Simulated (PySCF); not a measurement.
**Electron correlation in As (arsenic, neutral)**

[Ar] 3d10 4s2 4p3, high-spin 4S determinant. Calculation: PySCF 2.14, in aug-cc-pVTZ-PP with ECP10MDF; scalar relativity through the core potential. Frozen: 3s2 3p6 3d10; 5 electrons correlated.

```csv
level,correlation energy (mhartree)
CCSD,-86.35
(T),-2.97
CCSD(T),-89.32
```

Diagnostics: T1 = 0.0032, D1 = 0.0084, largest double amplitude 0.034.

Cost of the coupled-cluster step: roughly 2.4 core-seconds, for 5 correlated electrons.

Iterations:

```
CC2 = 0
CCSD nocc = (np.int64(4), np.int64(1)), nmo = (46, 46)
frozen orbitals [[0, 1, 2, 3, 4, 5, 6, 7, 8], [0, 1, 2, 3, 4, 5, 6, 7, 8]]
max_cycle = 100
direct = 0
conv_tol = 1e-08
conv_tol_normt = 1e-06
diis_space = 8
diis_start_cycle = 0
Init t2, MP2 energy = -0.0723468541036032
Init E_corr(UCCSD) = -0.072346854159074
cycle = 1  E_corr(UCCSD) = -0.0834967940728668  dE = -0.0111499399  norm(t1,t2) = 0.0369182
cycle = 2  E_corr(UCCSD) = -0.0855921483945216  dE = -0.00209535432  norm(t1,t2) = 0.00999398
cycle = 3  E_corr(UCCSD) = -0.08636612316053  dE = -0.000773974766  norm(t1,t2) = 0.00347862
cycle = 4  E_corr(UCCSD) = -0.0863536321159094  dE = 1.24910446e-05  norm(t1,t2) = 0.000528564
cycle = 5  E_corr(UCCSD) = -0.0863534433867049  dE = 1.88729205e-07  norm(t1,t2) = 6.97201e-05
cycle = 6  E_corr(UCCSD) = -0.0863533294855708  dE = 1.13901134e-07  norm(t1,t2) = 1.49194e-05
cycle = 7  E_corr(UCCSD) = -0.0863534346658704  dE = -1.051803e-07  norm(t1,t2) = 4.15333e-06
cycle = 8  E_corr(UCCSD) = -0.0863534222259999  dE = 1.24398705e-08  norm(t1,t2) = 1.11833e-06
cycle = 9  E_corr(UCCSD) = -0.0863534140891599  dE = 8.13683994e-09  norm(t1,t2) = 2.07492e-07
UCCSD converged
E(UCCSD) = -331.296529789768  E_corr = -0.08635341408915995
UCCSD(T) correction = -0.00296550854380406
```
